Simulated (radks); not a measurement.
Species: Si IV. Configuration: [Ne] 3s1 (the NIST ground configuration).

Method: Dirac Kohn-Sham, exchange-only PBE, spin-unpolarised, spherical densities, finite nucleus; Fermi nuclear charge, rms radius 3.1224 fm; computed with a radial shooting solver on a logarithmic mesh with Libxc functionals.

Energy parts (eV):
part                  energy
total              -7818.181
kinetic             7852.800
electron-nucleus  -18296.596
Hartree             3153.271
exchange            -527.655

Orbitals (lengths in bohr, moments of r in powers of bohr; r(90%) holds 90 % of the orbital's charge):
orbital,occ.,eigenvalue (eV),r(90%)
1s1/2,2,-1822.866,0.199
2s1/2,2,-174.3779,0.893
2p1/2,2,-131.0839,0.896
2p3/2,4,-130.4295,0.900
3s1/2,1,-38.8440,2.75
3p1/2,0,-30.2387,3.12
3p3/2,0,-30.1737,3.12

The highest occupied level is 3s1/2 at -38.844 eV. The density falls to 0.001 e/bohr^3 at r = 3.04 bohr. The electron density at the nucleus is 1908 e/bohr^3. For comparison, the ionisation energy in NIST's Atomic Spectra Database is 45.142 eV (measured). In exact Kohn-Sham theory the highest level is minus the ionisation energy, but local and semilocal functionals leave it too shallow, through self-interaction and a potential that decays too fast; potentials with the right tail come closer. Summed over all electrons, <r^2> = 6.887 bohr^2, which gives a Langevin (diamagnetic) susceptibility term of -5.45 x 10^-6 cm^3/mol.

Beside tabulated values, note that spin-unpolarised runs miss the spin-polarisation part of the exchange energy of open shells.
